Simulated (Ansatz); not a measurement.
CHO$_{2}$ (SMILES O=C[O-]), charge -1, singlet, at a GFN2-xTB geometry (a gas-phase anion, which may not be bound at this level); PBE/def2-TZVP (Ansatz, a quantum-chemistry and plane-wave program).

The Ansatz input:
Ansatz 0.2 input:
```yaml
crystal:
  periodic: [false, false, false]
  atoms:
    - {symbol: O, position_ang: [-1.03999170, -0.46775065, -0.00405004]}
    - {symbol: C, position_ang: [-0.07158051, 0.29026371, 0.00151333]}
    - {symbol: O, position_ang: [1.13823216, 0.06937908, 0.00197307]}
    - {symbol: H, position_ang: [-0.35644062, 1.44539027, 0.00753576]}
basis:
  gaussian:
    orbitals: def2-TZVP
hamiltonian:
  xc: pbe
total_charge: -1
```

It wrote (shortened):

```
Functional definition: PBE
526 factors; their error is unknown
mean field evaluation 1: about -5144.6699 eV, gradient 1.8e1 eV
mean field evaluation 2: about -5143.3393 eV, gradient 3.5e1 eV
mean field evaluation 4: about -5145.2390 eV, gradient 1.0e0 eV
mean field evaluation 8: about -5145.2312 eV, gradient 2.3e-2 eV
mean field evaluation 16: about -5145.2312 eV, gradient 1.0e-5 eV
mean field -5145.23118183 eV, -189.0837583692 hartree, gradient 1.0e-5 eV, S^2 0.000000; 0 other end points of the search recorded, 0 dependent functions left out
reference -5145.23120470 eV, -189.0837592099 hartree; 12, 12 occupied and 87, 87 virtual orbitals, 526 factors
Total energy: -5145.23120470 eV, -189.0837592099 hartree
```
